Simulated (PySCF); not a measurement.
Two-component Hartree-Fock for Si⁺ (silicon, charge +1)

Start: [Ne] 3s2 3p1; 3p3/2 filled at m_j = +3/2. Calculated with PySCF 2.14 in x2c-TZVPall-2c with one added diffuse shell each of s, p type (6s7p2d1f, 44 functions): generalised Hartree-Fock with the X2C-1e Hamiltonian and a Gaussian nucleus; one run each with spin-orbit coupling (SO) switched off, then screened by Boettger's factors. This is a chosen level, not necessarily the ground level.

```json
{"spinor shell": "1s1/2", "electrons": "2", "ε, spin-free (eV)": "-1886.7", "ε, screened SO (eV)": "-1886.7", "weight of nominal j (screened SO)": "1.000", "rms radius, screened SO (bohr)": "0.129"}
{"spinor shell": "2s1/2", "electrons": "2", "ε, spin-free (eV)": "-177.90", "ε, screened SO (eV)": "-177.91", "weight of nominal j (screened SO)": "1.000", "rms radius, screened SO (bohr)": "0.612"}
{"spinor shell": "2p1/2", "electrons": "2", "ε, spin-free (eV)": "-125.38", "ε, screened SO (eV)": "-125.76", "weight of nominal j (screened SO)": "0.973", "rms radius, screened SO (bohr)": "0.598"}
{"spinor shell": "3s1/2", "electrons": "2", "ε, spin-free (eV)": "-22.886", "ε, screened SO (eV)": "-22.889", "weight of nominal j (screened SO)": "0.999", "rms radius, screened SO (bohr)": "2.24"}
{"spinor shell": "3p3/2", "electrons": "1", "ε, spin-free (eV)": "-15.993", "ε, screened SO (eV)": "-15.979", "weight of nominal j (screened SO)": "1.000", "rms radius, screened SO (bohr)": "2.67"}
```

Task: Where does 2p3/2 lie, and what is the 2p spin-orbit splitting (screened SO)?

Result: At -125.20 eV, 0.558 eV above 2p1/2.

```json
{"quantity": "E (hartree)", "spin-free": "-289.17022", "screened SO": "-289.17000"}
{"quantity": "M_J", "spin-free": "3/2", "screened SO": "3/2"}
{"quantity": "⟨J²⟩", "spin-free": "3.767", "screened SO": "3.767"}
{"quantity": "⟨L²⟩", "spin-free": "2.012", "screened SO": "2.012"}
{"quantity": "⟨S²⟩", "spin-free": "0.754", "screened SO": "0.754"}
```

Each row is a mean over spinors that exchange with the open shell spreads, by up to 2.383 eV (3s1/2).

Without spin-orbit coupling the j labels of p, d and f shells carry no meaning; the spin-free column gives the mean over the occupied spinors of each nl shell.
